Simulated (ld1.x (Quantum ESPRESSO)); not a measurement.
## Configuration tests for Ni (TM)

nickel, norm-conserving Troullier–Martins (Kleinman–Bylander form), made with ld1.x (Quantum ESPRESSO) 7.5 (PBEsol, fully relativistic). Core [Ne] 3s2, reference 3p6 3d8 4s0 4p0 (charge +2). Waves: 4s (bound, empty): rc 1.70 bohr; 3p (bound): rc 1.00 bohr; 3d (bound): rc 1.15 bohr. Local part: all-electron potential smoothed inside 1.55 bohr (lloc = -1). Core correction: Bessel-smoothed model core inside 0.60 bohr.

Open shells are filled in proportion to 2j + 1 (rel_dist='average').

Energies are relative to the spin-unpolarised reference configuration 3p6 3d8 4s0 4p0; without spin polarisation the order of configurations can differ from experiment. Not all tests gave a result: 2 of 7 tests not solved or not reliable. Left out of the table: 3p6 3d8.5 4s1.5 4p0 (solver errors, printed error -3434 eV); 3p6 3d9 4s1 4p0 (solver errors, printed error +2.0 eV).

```csv
valence configuration,charge,ΔE all-electron (eV),error AE − PS (meV)
3p6 3d8 4s2 4p0,0,-26.598,+0.7
3p6 3d7 4s0 4p0,+3,37.436,-70
3p6 3d7 4s2 4p1,0,-16.020,-324
3p5 3d8 4s2 4p0,+1,52.817,-190
```

(1) What are ΔE and the potential's error for 3p6 3d8 4s1 4p0?

Levels in the configuration 3p5 3d8 4s2 4p0:

```tsv
level	all-electron (eV)	pseudo (eV)
3p j=1/2	-89.706	-89.206
3p j=3/2	-87.445	-86.940
3d j=3/2	-24.982	-24.499
3d j=5/2	-24.714	-24.233
4s j=1/2	-15.123	-14.862
```

Note: ghost state, extra bound levels that the all-electron valence spectrum of the same l lacks: s at -12.8 eV. A true bound ghost makes a file unfit for plane-wave use.

## Answers

(1) ΔE = -17.261 eV all-electron; the error (AE − PS) is -4.5 meV.
